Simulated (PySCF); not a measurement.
Structure problem from calculated spectra and properties.

Formula: C6H11N.

| Quantity | Value |
| --- | --- |
| Dipole | 1.68 D [PBE0/def2-SVPD] |
| 1H NMR | chemical shifts (computed TMS as zero) by class: 7.75 (1 H), 7.20 (1 H), 6.27 (1 H), 5.85 (1 H), 4.37 (2 H), 2.17 (2 H), 0.93 (3 H) ppm [GIAO PBE0/pcSseg-1] |
| 13C NMR | chemical shifts (computed TMS as zero) by class: 154.1 (1 C), 139.5 (1 C), 135.0 (1 C), 65.2 (1 C), 25.2 (1 C), 17.0 (1 C) ppm [GIAO PBE0/pcSseg-1] |
| NMR, other nuclei | isotropic shieldings of nuclei other than C and H, by class: -148 (1 N) ppm [GIAO PBE0/pcSseg-1] |
| UV, strongest line | among the 6 lowest singlet transitions: S6 at 7.29 eV (170 nm, f = 0.246) [TDDFT PBE0/def2-SVPD] |
| Rotational structure | rotational constants A, B, C: 4.247, 1.508, 1.236 GHz [GFN2-xTB] |

Electronic properties: PySCF, gas phase, density fitting. Levels stand in brackets. Geometry: GFN2-xTB, one conformer, isolated molecule. NMR values are class means; diastereotopic atoms form classes of their own.

**Question.** Propose a structure and show how it fits.

**Answer.** Numbering: `[CH2:1]=[N:2][CH2:3]/[CH:4]=[CH:5]\[CH2:6][CH3:7]`. Its formula, C6H11N, gives 2 degrees of unsaturation: 0 rings and 2 π bonds in the structure found. 6 carbons fall into 6 classes; from least to most shielded: imine carbon [C1] (154.1 ppm), alkene CH carbon [C5] (139.5 ppm), alkene CH carbon [C4] (135.0 ppm), sp3 carbon bound to nitrogen [C3] (65.2 ppm), allylic carbon [C6] (25.2 ppm), methyl carbon [C7] (17.0 ppm). Hydrogen classes from least to most shielded: 1 H on an imine carbon, C1 (7.75 ppm), 1 H on an imine carbon, C1 (7.20 ppm), 1 H on an alkene CH carbon, C4 (6.27 ppm), 1 H on an alkene CH carbon, C5 (5.85 ppm), 2 H on an sp3 carbon bound to nitrogen, C3 (4.37 ppm, a mean of values up to 0.7 ppm apart in this geometry), 2 H on an allylic carbon, C6 (2.17 ppm, a mean of values up to 0.6 ppm apart in this geometry), 3 H on a methyl carbon, C7 (0.93 ppm). The other shieldings belong to: -148 ppm, imine nitrogen [N2]. The optimised geometry has point group C1 and is an asymmetric top. Structure: `C=NC/C=C\CC`. Computed isomers that give other values at the same levels: `C=CC(=C)CNC` (rotational constant A: 3.767 GHz; this holds for the one conformer computed); `[H]/N=C\CC1CCC1` (rotational constant A: 6.668 GHz; this holds for the one conformer computed); `N=C1CCCCC1` (13C chemical shifts (computed TMS as zero) by class: 183.3 (1 C), 45.5 (1 C), 42.6 (1 C), 32.1 (1 C), 32.1 (1 C), 30.2 (1 C) ppm). The assignments are read from this structure; whether some other isomer fits the data as well wasn't checked.

Conformer computed: `[CH2:1]=[N:2][CH2:3]/[CH:4]=[CH:5]\[CH2:6][CH3:7]`: C1–N2–C3–C4 -118°, N2–C3–C4–C5 117°, C4–C5–C6–C7 -107°.
